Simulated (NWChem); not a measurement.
Correlation energy of Ga

```xyz
1

Ga     0.0000     0.0000     0.0000
```
Charge 0, spin multiplicity 2.

Everything below was run with NWChem.

Basis set: 6-31G*. Each correlation energy counts from its own Hartree-Fock reference.

The Hamiltonian is non-relativistic. The correlated methods keep 9 core orbitals frozen. The Pople sets run with spherical d functions. The stability of the SCF solutions was not checked. Open-shell Hartree-Fock references start from PBE0 orbitals. Coupled-cluster values serve here as a point of comparison, not as the truth.

Question: For the correlation energy, UMP2 gives -209.0 mHa and SCS-UMP2 gives -192.0 mHa. What do CCSD on UHF, CCSD(T) on UHF give?

Answer: CCSD on UHF: -204.0 mHa; CCSD(T) on UHF: -208.0 mHa.
